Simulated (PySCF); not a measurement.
Cartesian coordinates in Å; atom numbers follow the order of the lines, from 1:
```xyz
17

F    -2.525   -0.611   -1.098
C    -1.689    0.299   -0.490
C    -0.728   -0.403    0.461
C     0.223   -1.304   -0.334
N     1.243   -0.440   -0.893
Si    1.596    0.956    0.034
C     0.124    0.634    1.196
H    -2.336    1.006    0.040
H    -1.144    0.814   -1.287
H    -1.320   -1.008    1.155
H    -0.316   -1.820   -1.134
H     0.654   -2.066    0.330
H     1.862   -0.891   -1.545
H     2.866    0.959    0.772
H     1.474    2.157   -0.796
H    -0.464    1.516    1.440
H     0.472    0.214    2.139
```

Geometry: GFN2-xTB; GIAO absolute shieldings from PySCF 2.14.0 with density-fitted response routines, gas phase, non-relativistic, averaged over equivalent atoms.

At BHandHLYP/STO-3G (49 basis functions, 4.3 s wall time on 1 thread of an Arm Neoverse V1, shared host):
```
atoms  σ (ppm)
   F1    462.5
   C2    176.9
   C4    191.2
   C3    204.1
   C7    224.1
   N5    340.2
  Si6    564.0
   H9    30.93
  H15    31.12
   H8    31.13
  H14    31.20
  H11    31.20
  H12    31.70
  H10    31.79
  H17    32.43
  H16    32.97
  H13    35.52
```

**Question.** What do these become at BHandHLYP/6-311+G(2d,p)?

**Answer.** 
| atoms | σ at BHandHLYP/6-311+G(2d,p) | change |
| --- | --- | --- |
| F1 | 423.1 | -39.4 |
| C2 | 104.3 | -72.6 |
| C4 | 141.5 | -49.7 |
| C3 | 147.9 | -56.2 |
| C7 | 179.0 | -45.1 |
| N5 | 249.1 | -91.1 |
| Si6 | 377.1 | -186.9 |
| H9 | 27.68 | -3.25 |
| H15 | 27.34 | -3.78 |
| H8 | 27.97 | -3.16 |
| H14 | 27.27 | -3.93 |
| H11 | 28.57 | -2.63 |
| H12 | 29.04 | -2.66 |
| H10 | 29.68 | -2.11 |
| H17 | 31.13 | -1.30 |
| H16 | 31.79 | -1.18 |
| H13 | 32.36 | -3.16 |

The largest change is at Si6 (silicon bonded to C, N, 2 H, in a 5-membered ring). Cost: 257 basis functions, 44 s wall time on 1 thread of an Arm Neoverse V1, shared host. The order of the carbon signals is the same at both levels.
